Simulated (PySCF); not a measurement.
A side-by-side comparison of computed properties.

First species: C4H5NO.
Numbering: `[N:1]#[C:2][CH:3]1[CH2:4][O:5][CH2:6]1` (hydrogens: H7 on C3; H8, H9 on C4; H10, H11 on C6)

Geometry (GFN2-xTB, Å), atoms numbered from 1 in this order:
```xyz
11
C4H5NO angstrom
N     -0.0706    2.7067    0.6933
C     -0.0396    1.5643    0.6641
C      0.0020    0.1318    0.5965
C     -1.0195   -0.5266   -0.3519
O      0.0216   -1.0952   -1.1432
C      1.0422   -0.4643   -0.3727
H      0.0260   -0.2874    1.6038
H     -1.6578   -1.2893    0.1009
H     -1.6313    0.1763   -0.9258
H      1.7333   -1.1878    0.0667
H      1.5992    0.2742   -0.9577
```

Second species: C₅H₁₀N₂Si.
Geometry (GFN2-xTB, Å), atoms numbered from 1 in this order:
```xyz
18
C5H10N2Si angstrom
N     -1.7578    0.4455   -1.9006
C     -1.1651    0.6972   -0.8243
C     -1.6614    0.3475    0.5634
N     -2.7528   -0.6092    0.4790
C      0.1636    1.4105   -0.8794
C      1.2147    0.5792   -0.3252
C      2.0650   -0.1332    0.1466
Si     3.3769   -1.2179    0.8559
H     -2.6515   -0.0282   -1.7775
H     -0.8053    0.0042    1.1687
H     -2.0487    1.2639    1.0237
H     -3.1667   -0.7614    1.3912
H     -2.4073   -1.5017    0.1397
H      0.1017    2.3404   -0.3045
H      0.3880    1.6456   -1.9220
H      4.2014   -1.7342   -0.2381
H      2.7178   -2.3186    1.5675
H      4.1785   -0.4232    1.7908
```

Levels: CAM-B3LYP/def2-SVPD for dipole moment, HOMO energy, LUMO energy, HOMO–LUMO gap, static isotropic polarisability and electronic spatial extent ⟨r²⟩ about the centre of nuclear charge; TDDFT CAM-B3LYP/def2-SVPD for lowest singlet excitation; TDA CAM-B3LYP/def2-SVPD for lowest triplet excitation (Tamm–Dancoff); GFN2-xTB for rotational constant A and rotational constant C. Geometries: GFN2-xTB. All species are isolated and taken at one optimised geometry, non-relativistic unless stated; the electronic structure was computed with PySCF and density fitting.

The conformers computed, where there is a choice (atom-mapped SMILES and torsion angles):
- `[H]/[N:1]=[C:2](\[CH2:3][NH2:4])[CH2:5][C:6]#[C:7][SiH3:8]`: N1–C2–C3–N4 14°, N1–C2–C5–C6 -118°, H–N4–C3–C2 -173°, H–N4–C3–C2 68°

```json
{"property": "dipole moment", "column X": "2.84 D", "column Y": "3.08 D"}
{"property": "HOMO energy", "column X": "-8.72 eV", "column Y": "-9.48 eV"}
{"property": "LUMO energy", "column X": "0.79 eV", "column Y": "0.92 eV"}
{"property": "HOMO–LUMO gap", "column X": "9.51 eV", "column Y": "10.40 eV"}
{"property": "lowest singlet excitation", "column X": "5.39 eV", "column Y": "6.99 eV"}
{"property": "lowest triplet excitation (Tamm–Dancoff)", "column X": "4.61 eV", "column Y": "6.39 eV"}
{"property": "static isotropic polarisability", "column X": "102.0 au", "column Y": "51.4 au"}
{"property": "electronic spatial extent ⟨r²⟩ about the centre of nuclear charge", "column X": "1869 bohr²", "column Y": "540 bohr²"}
{"property": "rotational constant A", "column X": "3.065 GHz", "column Y": "9.774 GHz"}
{"property": "rotational constant C", "column X": "0.608 GHz", "column Y": "2.315 GHz"}
```

**Question.** Which column belongs to which species?

**Answer.** Column X is the second species and column Y the first. The first has 11 atoms and 44 electrons, the second 18 and 68.

**Question.** How does each property change from the first species to the second?

**Answer.** dipole moment -0.24 D; HOMO energy +0.76 eV; LUMO energy -0.13 eV; HOMO–LUMO gap -0.89 eV; lowest singlet excitation -1.60 eV; lowest triplet excitation (Tamm–Dancoff) -1.78 eV; static isotropic polarisability +50.6 au; electronic spatial extent ⟨r²⟩ about the centre of nuclear charge +1329 bohr²; rotational constant A -6.709 GHz; rotational constant C -1.707 GHz.

On the first: The vertical singlet–triplet gap S1 − T1 is 0.60 eV (TDDFT singlet less Tamm–Dancoff triplet). The dipole equals about 10.3 × 10⁻³⁰ C·m (1 D = 3.33564 × 10⁻³⁰ C·m).

On the second: The polarisability is 15.12 Å³ as a volume (1 au = 0.148185 Å³), or 1.50 au for each of the 68 electrons. The principal polarisabilities are 84.3, 91.1 and 130.7 au; their mean is the isotropic value.
